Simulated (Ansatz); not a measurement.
GeO, SMILES [Ge]=[O] (connectivity only; charge and spin as stated), neutral, multiplicity 1.

Geometry optimised at B3LYP-D3(BJ)/def2-TZVPD.

Two levels are set side by side: PBE/def2-TZVPD (Ansatz, an electronic-structure program) and ωB97X-V/def2-TZVPD (Ansatz). Energy differences of separate SCF runs at the same geometry; the states with an electron removed or added have multiplicity 2 and 2. Differences are taken from unrounded values.

```tsv
quantity	ωB97X-V	PBE	PBE minus ωB97X-V
vertical ionisation energy (eV)	11.07	11.02	-0.05
vertical singlet–triplet gap (eV)	3.95	3.87	-0.08
```

On these quantities the two levels nearly agree.
